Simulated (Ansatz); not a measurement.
The lowest singlet and triplet of C3H2 (SMILES [C]=C=C); geometries from B3LYP-D3(BJ)/def2-TZVP, each state relaxed from the structure named, with no frequency check.
Singlet (charge 0, multiplicity 1):
```xyz
5

C      1.474    -0.021    -0.141
C      0.200    -0.003    -0.019
C     -1.114     0.016     0.107
H     -1.688     0.927    -0.041
H     -1.675    -0.879     0.363
```
Triplet (charge 0, multiplicity 3):
```json
[
 {"atom": "C", "x (Å)": "1.4667", "y (Å)": "-0.1469", "z (Å)": "-0.1284"},
 {"atom": "C", "x (Å)": "0.2105", "y (Å)": "0.1111", "z (Å)": "-0.0517"},
 {"atom": "C", "x (Å)": "-1.1204", "y (Å)": "0.0329", "z (Å)": "0.1180"},
 {"atom": "H", "x (Å)": "-1.7382", "y (Å)": "0.9102", "z (Å)": "-0.0330"},
 {"atom": "H", "x (Å)": "-1.6025", "y (Å)": "-0.8931", "z (Å)": "0.4053"}
]
```

| level | gap E(singlet) − E(triplet), adiabatic (kcal/mol) | cost |
|---|---|---|
| R-SVWN5/def2-TZVPP | -28.34 | ×0.8 |
| U-SVWN5/def2-TZVPP | -28.34 | ×2 |
| R-PBE/def2-TZVPP | -25.97 | ×1 |
| U-PBE/def2-TZVPP | -25.97 | ×2 |
| R-r2SCAN/def2-TZVPP | -20.28 | ×2 |
| U-r2SCAN/def2-TZVPP | -20.39 | ×4 |
| R-B3LYP/def2-TZVPP | -28.90 | ×0.7 |
| U-B3LYP/def2-TZVPP | -28.90 | ×1 |
| R-PBE0/def2-TZVPP | -25.05 | ×0.9 |
| U-PBE0/def2-TZVPP | -25.05 | ×1 |
| R-BHLYP/def2-TZVPP | -26.52 | ×1 |
| U-BHLYP/def2-TZVPP | -26.52 | ×2 |
| R-wB97X-V/def2-TZVPP | -30.50 | ×3 |
| U-wB97X-V/def2-TZVPP | -30.50 | ×4 |
| R-wB97M-V/def2-TZVPP | -32.36 | ×3 |
| U-wB97M-V/def2-TZVPP | -32.36 | ×4 |
| R-B2PLYP/def2-TZVPP | -32.46 | ×2 |
| U-B2PLYP/def2-TZVPP | -32.46 | ×3 |
| SA-CASSCF(6,6)/cc-pVDZ | -23.52 | - |
| SA-CASSCF(6,6)/cc-pVTZ | -24.83 | - |
| SC-NEVPT2 on SA-CASSCF(6,6)/cc-pVDZ | -30.14 | - |
| SC-NEVPT2 on SA-CASSCF(6,6)/cc-pVTZ | -32.69 | - |
| FIC-NEVPT4(SD) on SA-CASSCF(6,6)/cc-pVDZ | -28.82 | - |
| FIC-NEVPT4(SD) on SA-CASSCF(6,6)/cc-pVTZ | -31.65 | - |
| FIC-MRCISD+Q on SA-CASSCF(6,6)/cc-pVDZ | -28.67 | - |
| FIC-MRCISD+Q on SA-CASSCF(6,6)/cc-pVTZ | -31.40 | - |

The rows run from -32.69 (SC-NEVPT2 on SA-CASSCF(6,6)/cc-pVTZ) to -20.28 kcal/mol (R-r2SCAN/def2-TZVPP). The 9 U-functionals in def2-TZVPP without D3 or D4 span 12.07, from U-B2PLYP to U-r2SCAN.

A positive gap puts the triplet lower; no zero-point energy. R- takes a restricted singlet. U- takes an unrestricted singlet (broken symmetry where lower, unprojected). The triplet is unrestricted in single-reference levels. Active spaces average the two states.

Frozen-core correlation.

Doubts at one or more of the structures used: a restricted determinant that unrestricted orbitals would lower (R-r2SCAN/def2-TZVPP).

Codes used: Ansatz (a program for electronic structure) with Gaussian orbitals. 

Costs are rough ratios of core time to R-PBE/def2-TZVPP (about 9 s over the structures, on one shared machine); a dash marks a level with no comparable run of its own. 

Measured: singlet 1A1 below triplet 3B1 by 10354 ± 11 cm-1 = 29.6 kcal/mol (with zero-point energy) [Stanton et al. (2012)].
